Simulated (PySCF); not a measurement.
C2H11NSi3, SMILES [SiH3]N1[SiH2]CC[SiH2]1. Geometry: PBE-D3(BJ)/def2-SVP. The structure was generated by enumeration, and PubChem lists no compound with its InChIKey, so it may never have been made. Other conformers were not sampled.

Question: Give the equilibrium geometry at PBE-D3(BJ)/def2-SVP (PySCF confirms it by a frequency run) as bond lengths and angles. (Estimate from the structure and the level; the computed values follow.)

Answer: This is not unique; one that fits is 
Atoms: Si1 N2 Si3 C4 C5 Si6 H7 H8 H9 H10 H11 H12 H13 H14 H15 H16 H17. Bond lengths (Å): Si1–N2 1.759, Si1–H7 1.506, Si1–H8 1.506, Si1–H9 1.508, N2–Si3 1.774, N2–Si6 1.776, Si3–C4 1.903, Si3–H10 1.507, Si3–H11 1.510, C4–C5 1.549, C4–H12 1.110, C4–H13 1.112, C5–Si6 1.904, C5–H14 1.112, C5–H15 1.110, Si6–H16 1.508, Si6–H17 1.509. Bond angles (°): N2–Si1–H7 109.6, N2–Si1–H8 108.9, N2–Si1–H9 112.6, H7–Si1–H8 109.6, H7–Si1–H9 108.0, H8–Si1–H9 108.1, Si1–N2–Si3 125.0, Si1–N2–Si6 123.5, Si3–N2–Si6 111.5, N2–Si3–C4 100.2, N2–Si3–H10 111.2, N2–Si3–H11 112.1, C4–Si3–H10 113.9, C4–Si3–H11 112.1, H10–Si3–H11 107.5, Si3–C4–C5 107.1, Si3–C4–H12 112.7, Si3–C4–H13 107.4, C5–C4–H12 112.4, C5–C4–H13 110.5, H12–C4–H13 106.6, C4–C5–Si6 107.5, C4–C5–H14 110.4, C4–C5–H15 112.5, Si6–C5–H14 107.4, Si6–C5–H15 112.5, H14–C5–H15 106.5, N2–Si6–C5 100.4, N2–Si6–H16 112.0, N2–Si6–H17 111.3, C5–Si6–H16 113.0, C5–Si6–H17 112.8, H16–Si6–H17 107.4.
Charge 0, spin multiplicity 1.
